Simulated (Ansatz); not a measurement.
Isomers of C2H6BF, B3LYP-D3(BJ)/def2-TZVP minima from an xTB search, which can miss the lowest.
Isomer 1, SMILES CB(C)F (charge 0, multiplicity 1):
```xyz
10

C     -1.374    -0.242    -0.081
B      0.038    -0.017     0.556
C      1.352     0.252    -0.250
F      0.128    -0.058     1.894
H     -1.323    -0.700    -1.071
H     -2.041    -0.823     0.557
H     -1.843     0.741    -0.223
H      1.171     0.779    -1.189
H      2.106     0.787     0.330
H      1.788    -0.718    -0.524
```
Isomer 2, SMILES CCBF (charge 0, multiplicity 1):
```xyz
10

C     -1.159     0.401    -0.104
C      0.063    -0.337     0.450
B      1.391    -0.149    -0.345
F      2.492    -0.774     0.073
H     -0.989     1.479    -0.138
H     -1.388     0.078    -1.122
H     -2.048     0.226     0.505
H      0.258    -0.037     1.489
H     -0.133    -1.415     0.519
H      1.512     0.528    -1.326
```

Correlated levels freeze the cores. MP2 and its Hartree–Fock in cc-pVQZ are density fitted.

The values were computed with Ansatz (Gaussian basis) for Hartree–Fock, density functionals and correlated methods. Values without a source in brackets are computed.

The energy of isomer 2 above isomer 1 is E(isomer 2) − E(isomer 1). Total energies (hartree):

| level | isomer 2 | isomer 1 |
|---|---|---|
| HF/cc-pVTZ | -203.4867511 | -203.5096663 |
| MP2/cc-pVTZ | -204.1915156 | -204.2161024 |
| HF/cc-pVQZ | -203.5014695 | -203.5242558 |
| MP2/cc-pVQZ | -204.2576557 | -204.2823822 |
| CCSD(T)/cc-pVTZ | -204.2515901 | -204.2758844 |

Task: Work out the energy of isomer 2 above isomer 1 at the basis-set limit: extrapolate the MP2 correlation part as X⁻³, take Hartree–Fock from the larger set, and add the CCSD(T) − MP2 difference of cc-pVTZ.

Result: 
1. Differences (1 hartree = 627.509 kcal/mol): HF/cc-pVTZ 14.379; MP2/cc-pVTZ 15.428; HF/cc-pVQZ 14.299; MP2/cc-pVQZ 15.516; CCSD(T)/cc-pVTZ 15.245.
2. Correlation parts, MP2 less HF: 1.049 in cc-pVTZ (X = 3), 1.218 in cc-pVQZ (X = 4).
3. Limit (4³·(1.218) − 3³·(1.049))/(4³ − 3³) = 1.341; with HF/cc-pVQZ it gives 15.639.
4. CCSD(T) less MP2 in cc-pVTZ: -0.184.
Result: 15.46 kcal/mol, against 15.43 at MP2/cc-pVTZ. It is an estimate of this method's limit, not of the exact value.

Ansatz is an electronic-structure program.
